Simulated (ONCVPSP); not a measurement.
# H: ONCV pseudisation with PBE, scalar-relativistic reference atom.

Input for ONCVPSP 4.0.1:

```
# ATOM AND REFERENCE CONFIGURATION
# atsym  z   nc   nv     iexc    psfile
  H 1.00    0    1        4      upf
#
#   n    l    f
    1    0    0.50
#
# PSEUDOPOTENTIAL AND OPTIMIZATION
# lmax
    1
#
#   l,   rc,      ep,       ncon, nbas, qcut
    0    1.10    0.00    5    8    5.40
    1    1.15    0.07    5    9    7.50
#
# LOCAL POTENTIAL
# lloc, lpopt,  rc(5),   dvloc0
    4    5    1.05    2.00
#
# VANDERBILT-KLEINMAN-BYLANDER PROJECTORs
# l, nproj, debl
    0    3    3.70
    1    2    4.00
#
# MODEL CORE CHARGE
# icmod, fcfact, rcfact
    0    0.00    0.00
#
# LOG DERIVATIVE ANALYSIS
# epsh1, epsh2, depsh
   -2.00    5.00    0.02
#
# OUTPUT GRID
# rlmax, drl
    6.00    0.01
#
# TEST CONFIGURATIONS
# ncnf
    1
# nvcnf
#   n    l    f
    1
    1    0    1.00
#
```

Command:

```bash
oncvpsp.x < H.dat > H.out
```

Resulting log (shortened: citation, most of the input echo, consistency checks and plot data are left out):

```
ONCVPSP  (Optimized Norm-Conservinng Vanderbilt PSeudopotential)
scalar-relativistic version 4.0.1

#   n    l    f        energy (Ha)
    1    0    0.50    -4.6601318E-01

Reference configufation results
  iterations    13
  all-electron total energy (Ha)   -2.83946893D-01

Begin loop to  construct optimized pseudo wave functions
and semi-local pseudopoentials for all angular momenta

   Wellstate for l =  0  n =  3
     eigenvalue =   3.2340
     asymptotic potential =   3.7340
     half-point radius =  2.4073

   Wellstate for l =  0  n =  5
     eigenvalue =   6.9340
     asymptotic potential =   7.4340
     half-point radius =  2.8898

Calculating optimized projector #   1

 for l=   0

    Fraction of norm inside rc  0.413854
    Optimizing pswf for qcut=   5.39 a_B^-1,  ecut=  14.53 Ha
    Residual kinetic energy error=  2.48D-03 Ha

    Energy error per electron        Cutoff
         Ha          eV             Ha
         0.01000     0.27211        9.37
         0.00100     0.02721       19.36
         0.00010     0.00272      105.40
         0.00001     0.00027      132.26

Calculating optimized projector #   2

 for l=   0

    Fraction of norm inside rc  0.087851
    Optimizing pswf for qcut=   5.39 a_B^-1,  ecut=  14.53 Ha
    Residual kinetic energy error=  6.27D-03 Ha

    Energy error per electron        Cutoff
         Ha          eV             Ha
         0.01000     0.27211       12.33
         0.00100     0.02721       22.54
         0.00010     0.00272       54.69
         0.00001     0.00027      119.16

Calculating optimized projector #   3

 for l=   0

    Fraction of norm inside rc  0.060074
    Optimizing pswf for qcut=   5.39 a_B^-1,  ecut=  14.53 Ha
    Residual kinetic energy error=  1.34D-02 Ha

    Energy error per electron        Cutoff
         Ha          eV             Ha
         0.01000     0.27211       15.44
         0.00100     0.02721       26.71
         0.00010     0.00272       35.85
         0.00001     0.00027      107.72

   Wellstate for l =  1  n =  2
     eigenvalue =   0.0700
     asymptotic potential =   0.5700
     half-point radius =  5.0391

   Wellstate for l =  1  n =  4
     eigenvalue =   4.0700
     asymptotic potential =   4.5700
     half-point radius =  2.6958

Calculating optimized projector #   1

 for l=   1

    Fraction of norm inside rc  0.027736
    Optimizing pswf for qcut=   7.50 a_B^-1,  ecut=  28.11 Ha
    Residual kinetic energy error=  6.93D-07 Ha

    Energy error per electron        Cutoff
         Ha          eV             Ha
         0.01000     0.27211        1.60
         0.00100     0.02721        4.25
         0.00010     0.00272        9.73
         0.00001     0.00027       18.01

Calculating optimized projector #   2

 for l=   1

    Fraction of norm inside rc  0.110664
    Optimizing pswf for qcut=   7.50 a_B^-1,  ecut=  28.11 Ha
    Residual kinetic energy error=  3.84D-05 Ha

    Energy error per electron        Cutoff
         Ha          eV             Ha
         0.01000     0.27211        8.99
         0.00100     0.02721       15.90
         0.00010     0.00272       25.20
         0.00001     0.00027       33.20

Construct Vanderbilt / Kleinmman-Bylander projectors

B matrix Hermiticity error, ll=   0
   1   2   -7.6768E-05
   1   3   -3.1924E-05
   2   3   -7.5062E-05

  Orthonormal projector coefficients -8.5139E+00 -3.5928E+00 -1.7538E+00

B matrix Hermiticity error, ll=   1
   1   2   -3.2291E-05

  Orthonormal projector coefficients -2.2711E+00 -6.9250E-01

Pseudoatom total energy   -0.283781

Diagnostic tests using Vanderbilt-Kleinman-Bylander pseudopotentials
  1 or more projectors used as specified by nproj input data

   l    rcore       rmatch      e in        delta e   norm test  slope test

   0   1.1035545   1.1370608  -0.4660132  -0.0000049   1.0000206   1.0000157
   0   1.1035545   1.1370608   3.2339868   0.0000172   1.0001129   1.0001129
   0   1.1035545   1.1370608   6.9339868   0.0001268   1.0002340   1.0002340

   1   1.1507464   1.1856856   0.0700000   0.0000023   1.0000378   1.0000378
   1   1.1507464   1.1856856   4.0700000   0.0000141   1.0001366   1.0001366

 Testing for bound ghosts
   n   l    E NL Schr. Eq   E Basis Diag.   E Cutoff

   1   0       -0.466018       -0.425071    285.09

   2   1       -0.060160        0.353812    295.94

 Testing for highly-localized positive-energy ghosts
       l    <radius>/rc     E Basis Diag.   E Cutoff

Test configuration 0

   n   l     f        eae           eps        diff
   1   0  0.5000   -0.46601318   -0.46601808   -4.90D-06

    Total energies and differences
      AE_ref= -2.83946893D-01  AE_tst= -2.83946893D-01  dif=  0.00D+00
      PS_ref= -2.83780743D-01  PS_tst= -2.83780743D-01  dif= -7.77D-16
      PSP excitation error=  7.77D-16

Test configuration 1

   n   l     f        eae           eps        diff
   1   0  1.0000   -0.23860194   -0.23873121   -1.29D-04

    Total energies and differences
      AE_ref= -2.83946893D-01  AE_tst= -4.58934602D-01  dif= -1.75D-01
      PS_ref= -2.83780743D-01  PS_tst= -4.58816766D-01  dif= -1.75D-01
      PSP excitation error=  4.83D-05
```

The run took about 2.1 s on one core of a shared server CPU.
